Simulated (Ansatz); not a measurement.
System: dimethoxyborinic acid, C2H7BO3 (charge 0, singlet). SMILES: OB(OC)OC
Coordinates optimised at B3LYP-D3(BJ)/def2-TZVP (Ansatz, a quantum-chemistry and plane-wave program):
```xyz
13

C      2.1424     0.5673    -0.2405
O      0.7229     0.6135    -0.3370
B     -0.0444    -0.3657     0.2195
O      0.5424    -1.4139     0.8832
O     -1.4063    -0.3131     0.1220
C     -2.0446     0.7607    -0.5598
H      2.5315     1.4450    -0.7538
H      2.5379    -0.3337    -0.7130
H      2.4648     0.5847     0.8022
H     -0.1091    -2.0327     1.2268
H     -1.8084     1.7180    -0.0910
H     -3.1180     0.5873    -0.5064
H     -1.7353     0.7997    -1.6061
```
Charge 0, spin multiplicity 1.

Computed values are from Ansatz. Cores are frozen in the correlated levels unless marked. UHF or UKS for open shells. No spin-orbit coupling. No relativistic terms. CBS(X,Y): correlation extrapolated as X^-3; Hartree-Fock from the larger set.

The atomisation energy De is 1295.5 kcal/mol at CCSD(T)/CBS(cc-pVTZ,cc-pVQZ), the total energy is -330.7568 Eh at CCSD(T)/CBS(cc-pVTZ,cc-pVQZ) and the dipole moment comes out as 0.33 D at CCSD(T)/aug-cc-pVDZ. The T1 diagnostic is 0.011 at CCSD/cc-pVQZ.
